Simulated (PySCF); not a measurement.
Spinor energies of Tb²⁶⁺ (terbium, charge +26)

Start: [Kr] 4d3; 4d3/2 filled at m_j = -1/2, +1/2, +3/2. Calculated with PySCF 2.14 in an uncontracted even-tempered set (17 s from 2.1 bohr⁻², ratio 2.8; 14 p from 2.7 bohr⁻², ratio 2.8; 9 d from 2.7 bohr⁻², ratio 2.8; 3 f from 11 bohr⁻², ratio 3): generalised Hartree-Fock with the X2C-1e Hamiltonian and a Gaussian nucleus; one run each with spin-orbit coupling (SO) switched off, then screened by Boettger's factors.

```tsv
spinor shell	electrons	ε, spin-free (eV)	ε, screened SO (eV)	weight of nominal j (screened SO)	rms radius, screened SO (bohr)
1s1/2	2	-53121.1	-53110.1	1.000	0.0245
2s1/2	2	-9651.2	-9647.3	1.000	0.0990
2p1/2	2	-8668.0	-9196.1	1.000	0.0847
2p3/2	4	-8668.0	-8441.7	1.000	0.0912
3s1/2	2	-2842.1	-2840.6	1.000	0.254
3p1/2	2	-2533.0	-2645.4	1.000	0.245
3p3/2	4	-2533.0	-2483.6	1.000	0.257
3d3/2	4	-2131.4	-2153.6	0.999	0.229
3d5/2	6	-2131.4	-2114.8	0.999	0.233
4s1/2	2	-1168.2	-1167.6	1.000	0.534
4p1/2	2	-1049.3	-1087.3	0.993	0.542
4p3/2	4	-1049.3	-1032.0	0.996	0.567
4d3/2	3	-907.89	-910.14	0.969	0.564
```

```json
{"quantity": "E (hartree)", "spin-free": "-11383.84378", "screened SO": "-11392.39367"}
{"quantity": "M_J", "spin-free": "3/2", "screened SO": "3/2"}
{"quantity": "⟨J²⟩", "spin-free": "6.752", "screened SO": "3.992"}
{"quantity": "⟨L²⟩", "spin-free": "12.002", "screened SO": "8.902"}
{"quantity": "⟨S²⟩", "spin-free": "3.750", "screened SO": "2.426"}
```

Each row is a mean over spinors that exchange with the open shell spreads, by up to 10.142 eV (4p1/2).

⟨J²⟩ departs a little from M_J(M_J + 1) because the unrestricted spinors polarise the closed shells.

Breit and QED terms are absent; they matter most for the inner s and p1/2 levels.

Densities and radii are taken from the X2C orbitals without a picture-change correction, which distorts them close to the nucleus.

Without spin-orbit coupling the j labels of p, d and f shells carry no meaning; the spin-free column gives the mean over the occupied spinors of each nl shell, and its ⟨J²⟩ belongs to a mixture of degenerate components.
